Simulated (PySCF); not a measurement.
Some computed properties have been withheld. Give your best values.

Compound: C₄H₈GeO₃.
Structure used (PBE0-D3(BJ)/def2-SVP), in Å, numbered top down from 1:
```xyz
16
C4H8GeO3 angstrom
C      2.8003   -0.7746   -0.3588
C      2.5220    0.4784   -0.0063
O      1.2993    1.0615    0.2303
C      0.1237    0.4266    0.1446
O     -0.0274   -0.7317   -0.1417
C     -1.0127    1.3698    0.4545
O     -2.2625    0.8052    0.4007
Ge    -2.7708   -0.8613   -0.0616
H      2.0403   -1.5376   -0.5097
H      3.8522   -1.0298   -0.4992
H      3.2965    1.2337    0.1421
H     -0.9179    2.2191   -0.2521
H     -0.8069    1.7940    1.4575
H     -4.2972   -0.6852    0.0577
H     -2.3997   -1.1955   -1.5155
H     -2.2920   -1.9167    0.9472
```

```tsv
property	level	value
rotational constants A, B, C	PBE0-D3(BJ)/def2-SVP	?
dipole moment	PBE0/def2-SVPD	2.17 D
HOMO energy	PBE0/def2-SVPD	-7.67 eV
LUMO energy	PBE0/def2-SVPD	?
lowest singlet excitation	TDDFT PBE0/def2-SVPD	?
strongest line among the 6 lowest singlet transitions	TDDFT PBE0/def2-SVPD	S2 at 5.89 eV (211 nm, f = 0.123)
static isotropic polarisability	PBE0/def2-SVPD	90.7 au
electronic spatial extent ⟨r²⟩ about the centre of nuclear charge	PBE0/def2-SVPD	?
```

Electronic properties: PySCF, gas phase, density fitting. The calculation is non-relativistic and has no spin–orbit coupling, an omission that weighs most on germanium.

The lowest singlet excitation?

5.62 eV (221 nm, f = 0.001).

Give the rotational constants A, B, C.

3.808, 0.642, 0.555 GHz.

What is the LUMO energy?

-0.80 eV.

Give the electronic spatial extent ⟨r²⟩ about the centre of nuclear charge.

1848 bohr².

The rotational constants make it an asymmetric top with κ = (2B − A − C)/(A − C) = -0.95, nearer the prolate limit (−1). The principal polarisabilities are 68.6, 92.4 and 111.1 au; their mean is the isotropic value. No computed singlet falls in the visible range (750 to 380 nm, 1.65 to 3.26 eV); S1 lies 2.36 eV above its blue end. The largest Löwdin shares of the HOMO are 0.27 on C1, 0.21 on C2, 0.17 on O7 and 0.13 on O3. The polarisability is 13.44 Å³ as a volume (1 au = 0.148185 Å³), or 1.03 au for each of the 88 electrons.

For the TDDFT job (PBE0/def2-SVPD), the run took about 2.5 min of CPU time (one thread, shared machine).

One conformer stands for the species.
